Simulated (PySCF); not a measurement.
B(H)2(PH2) (BH4P), SMILES BP. Heavy atoms are numbered as in [BH2:1][PH2:4]. Hydrogens are named by the atom that carries them.

Geometry optimised at B3LYP-D3(BJ)/def2-TZVP.

Method: KT2/pcSseg-2 (PySCF).

GIAO shieldings, no solvent; atoms alike by connectivity are averaged. δ = σ(ref) − σ: ¹¹B against BF3 (σ = 89.2 ppm); ¹H against TMS (σ = 31.47 ppm); ³¹P against PH3 (σ = 593.0 ppm), references at their B3LYP-D3(BJ)/def2-TZVP geometries, non-relativistic.

```tsv
nucleus	atoms	count	δ (ppm)
¹¹B	B1 (BH2)	1	74.5
¹H	H on B1	2	8.51
¹H	H on P4	2	4.09
³¹P	P4 (PH2)	1	129.1
```
